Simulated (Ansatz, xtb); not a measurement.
**Two isomers of H11NSi4**

Structure I is `[SiH3]N[SiH]([SiH3])[SiH3]`, a singlet and structure II is `[SiH3][SiH2]N[SiH2][SiH3]`, a singlet. Both are isolated molecules in the gas phase, relaxed with B3LYP/def2-SVP; each stands in its lowest conformer found.

Problem. Estimate E(II) − E(I) at the level CCSD(T)/def2-SVP + ΔMP2/def2-TZVPP.

Solution. Calculated at CCSD(T)/def2-SVP + ΔMP2/def2-TZVPP: E(II) − E(I) = +1.44 kcal/mol, so structure I lies lower.

How the difference moves with the method:

```csv
level,geometry,E(II) − E(I) (kcal/mol),departure from the last row (kcal/mol),"job, with rough time for the two"
B3LYP/def2-SVP,B3LYP/def2-SVP,+0.36,−1.09,"optimisation, 16 min"
HF/def2-SVP,B3LYP/def2-SVP,+0.59,−0.85,part of the CCSD(T) run
MP2/def2-SVP,B3LYP/def2-SVP,+1.92,+0.48,part of the CCSD(T) run
CCSD(T)/def2-SVP,B3LYP/def2-SVP,+1.65,+0.21,single point
CCSD(T)/def2-SVP + ΔMP2/def2-TZVPP,B3LYP/def2-SVP,+1.44,,"single point, 2.4 min"
```

As drawn, both hold the same kinds of bond in the same numbers.

B3LYP/def2-SVP finds them nearly level. The largest departure from CCSD(T)/def2-SVP + ΔMP2/def2-TZVPP is that of B3LYP/def2-SVP, 1.09 kcal/mol. Levels run at GFN2-xTB geometries aren't shown. The last row adds to CCSD(T) the change of the MP2 difference between the two basis sets, here −0.21 kcal/mol.

With thermal terms from frequencies at re-optimised GFN2-xTB minima (ideal gas, soft modes damped towards free rotors, one conformer each, 298.15 K, 1 atm): the zero-point term adds +0.18 kcal/mol; ΔH is +1.52 and ΔG +1.82 kcal/mol.

The correlated steps freeze 21 core orbitals. Codes used: Ansatz 0.2.0, xtb 6.7.1; the last row on 2 threads of Intel(R) Xeon(R) Processor @ 2.50GHz (Skylake/Cascade Lake) on a shared host.
